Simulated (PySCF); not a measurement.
Molecule: SMILES CC(C)C[SiH2][Si](Cl)(Cl)Cl. Atoms near the plane z = 0.0 Å, at the GFN2-xTB optimised geometry (x, y, z in Å): C2 (0.8, -0.6, 0.0), C3 (2.3, -0.6, 0.0), C4 (0.3, 0.8, 0.0), Si5 (-1.6, 1.0, 0.1), H13 (0.5, -1.1, 0.9), H14 (2.7, -0.2, -0.9), H15 (2.7, -1.7, 0.0), H16 (2.7, -0.1, 0.9), H17 (0.7, 1.3, -0.9), H18 (0.7, 1.3, 0.8), H19 (-1.9, 2.4, 0.4).

Level of theory: CAM-B3LYP/def2-SVP (PySCF). Cells within 0.4 Å of a nucleus heavier than hydrogen are left out (blank, or x). The values are rescaled to run from 0 to 1.

```
|111111111111111111111111111|
|111111111111111111111111111|
|111111111111111111111111111|
|111111111111111111111111111|
|111111111111111111111111111|
|111111111111111111111111111|
|111111111111111111111111111|
|111111124311111111111111111|
|111111124310000111111111111|
|111111011101101111111111111|
|11111000xx1343x210111111111|
|111110001x146xx100001111111|
|111111111012337400001111111|
|111111111000126511012111111|
|111111111000003x454x3001111|
|111111111100002xx76xx001111|
|111111111110002102268211111|
|111111111111000000159211111|
|111111111111000000111011111|
|111111111111110011110111111|
|111111111111111111111111111|
|111111111111111111111111111|
|111111111111111111111111111|
|111111111111111111111111111|
|111111111111111111111111111|
|111111111111111111111111111|
|111111111111111111111111111|
```
Scale: ten equal steps from 0.000 (start of '0') to 1.00 (end of '9'), in the order '0123456789'; x runs from -5.00 to 5.00, y from -5.00 (bottom) to 5.00 (top).

Q: Which quantity is mapped?
(A) log10 of the electron density
(B) Laplacian of the electron density
(C) electron localisation function
(D) deformation density (molecule minus spherical neutral atoms)

A: D, deformation density (molecule minus spherical neutral atoms). In full: deformation density (molecule minus spherical neutral atoms) (e/bohr³).
